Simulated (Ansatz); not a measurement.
```yaml
crystal:
  periodic: [false, false, false]
  atoms:
    - {symbol: C, position_ang: [-0.973115, 1.517437, -0.428658]}
    - {symbol: Sc, position_ang: [-0.292258, -0.533085, -0.559365]}
    - {symbol: C, position_ang: [1.219024, -1.102716, 0.880811]}
    - {symbol: Cl, position_ang: [-1.144921, -2.029750, -2.106386]}
    - {symbol: H, position_ang: [-2.005637, 1.654979, -0.771193]}
    - {symbol: H, position_ang: [-0.906366, 1.899565, 0.598293]}
    - {symbol: H, position_ang: [-0.346143, 2.174917, -1.047938]}
    - {symbol: H, position_ang: [1.354157, -0.336860, 1.654967]}
    - {symbol: H, position_ang: [0.983586, -2.048178, 1.385904]}
    - {symbol: H, position_ang: [2.194775, -1.247410, 0.396463]}
basis:
  gaussian: {orbitals: 6-31G}
hamiltonian: {xc: {name: revPBE}, dispersion: d3bjatm}
accuracy: high
scf: {lower_state_search: light}
```

```sh
$ ansatz run in.yaml --threads 4 --pin off --events-out ev --progress --plain --max-ram 10444MiB
```

It prints (some lines left out):

```
Functional definition: revPBE
1865 factors; integrals over basis functions are off by at most 3.9e-9 eV
mean field evaluation 1: about -35373.2374 eV, gradient 7.7e1 eV
mean field evaluation 2: about -35140.4584 eV, gradient 3.3e2 eV
mean field evaluation 4: about -35385.4105 eV, gradient 3.1e1 eV
mean field evaluation 8: about -35388.2913 eV, gradient 2.1e-1 eV
mean field evaluation 16: about -35388.2783 eV, gradient 4.2e-5 eV
mean field -35388.27832447 eV, -1300.4952413877 hartree, gradient 7.7e-8 eV, S^2 0.000000; 0 other end points of the search recorded, 0 dependent functions left out
reference -35388.27833422 eV, -1300.4952417459 hartree; 28, 28 occupied and 44, 44 virtual orbitals, 1865 factors
Total energy: -35388.71700010 eV, -1300.5113624196 hartree
```

Run time 2.4 s (4 threads of an Arm Neoverse V2 on a shared host); peak host memory 0.47 GiB.
